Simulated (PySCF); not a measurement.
Al(Br)(Me)(NH2) (CH5AlBrN), SMILES [CH3][Al]([NH2])[Br].

Geometry optimised at TPSSh-D3(BJ)/def2-SVP. The structure was generated by enumeration; whether it is a known compound was not checked. Other conformers were not sampled.

Two levels are set side by side: PBE/def2-TZVP (PySCF) and r2SCAN/def2-TZVP (PySCF). Same geometry, gas phase. Differences are taken from unrounded values.

```tsv
quantity	PBE
orbital gap (eV)	5.24
highest occupied level (eV)	-6.18
lowest empty level (eV)	-0.94
dipole moment (D)	2.40
mean polarisability (bohr³)	67.2
```

Q: These are the PBE values. What does r2SCAN give? (Estimate from the structure and the level; the computed values follow.)

A: 
```
quantity                     r2SCAN  PBE minus r2SCAN
---------------------------  ------  ----------------
orbital gap (eV)               6.01             -0.77
highest occupied level (eV)   -6.49              0.30
lowest empty level (eV)       -0.47             -0.47
dipole moment (D)              2.45             -0.05
mean polarisability (bohr³)    64.8               2.4
```

Rough cost on one machine, each run with all the roots and properties that it gave: r2SCAN against PBE about 3 times.
